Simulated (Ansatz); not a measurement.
```yaml
crystal:
  periodic: [false, false, false]
  atoms:
    - {symbol: O, position_ang: [-1.227589, 0.304535, -1.467876]}
    - {symbol: As, position_ang: [-0.527932, 1.192980, -0.050090]}
    - {symbol: Si, position_ang: [0.626489, -0.692149, 0.813345]}
    - {symbol: H, position_ang: [-2.101280, 0.666429, -1.636278]}
    - {symbol: H, position_ang: [0.733874, 1.694304, -0.757776]}
    - {symbol: H, position_ang: [1.616715, -0.198949, 1.809097]}
    - {symbol: H, position_ang: [1.321170, -1.444253, -0.261749]}
    - {symbol: H, position_ang: [-0.349448, -1.579999, 1.495529]}
basis:
  gaussian: {orbitals: def2-mTZVPP}
total_charge: -1
magnetization: {spin_polarized: true, initial_magnetization: 1}
hamiltonian: {xc: {name: B97}}
output: {forces: true}
```

```sh
$ ansatz run in.yaml --threads 2 --pin off --events-out ev --progress --plain --max-ram 4352MiB
```

It prints (some lines left out):

```
Functional definition: B97
1089 factors; integrals over basis functions are off by at most 8.0e-4 eV
mean field evaluation 1: about -70841.5919 eV, gradient 1.7e1 eV
mean field evaluation 2: about -70840.7693 eV, gradient 2.4e1 eV
mean field evaluation 4: about -70842.4570 eV, gradient 1.2e0 eV
mean field evaluation 8: about -70842.4631 eV, gradient 2.4e-2 eV
mean field evaluation 16: about -70842.4631 eV, gradient 5.8e-4 eV
mean field -70842.46312296 eV, -2603.4125010226 hartree, gradient 3.3e-5 eV, S^2 0.752107; 3 other end points of the search recorded, 0 dependent functions left out
reference -70842.46315268 eV, -2603.4125021148 hartree; 31, 30 occupied and 81, 82 virtual orbitals, 1089 factors
Total energy: -70842.46315268 eV, -2603.4125021148 hartree
Atom 0 at    -1.227589     0.304535    -1.467876 Å, force    -0.333277    -2.135618    -2.498449 eV/Å
Atom 1 at    -0.527932     1.192980    -0.050090 Å, force     0.617411     2.212343     2.810755 eV/Å
Atom 2 at     0.626489    -0.692149     0.813345 Å, force    -0.811292     0.653814    -0.760048 eV/Å
Atom 3 at    -2.101280     0.666429    -1.636278 Å, force    -0.495048     0.364198     0.052393 eV/Å
Atom 4 at     0.733874     1.694304    -0.757776 Å, force     0.093163     0.055166    -0.214373 eV/Å
Atom 5 at     1.616715    -0.198949     1.809097 Å, force     0.322695    -0.295489     0.140632 eV/Å
Atom 6 at     1.321170    -1.444253    -0.261749 Å, force     0.464339    -0.535146     0.185227 eV/Å
Atom 7 at    -0.349448    -1.579999     1.495529 Å, force     0.142010    -0.319267     0.283864 eV/Å
Dipole moment:    -0.020483     0.126756     0.096581 e Å
```

Run time 13 s (2 threads of an Arm Neoverse V1 on a shared host); peak host memory 0.42 GiB.
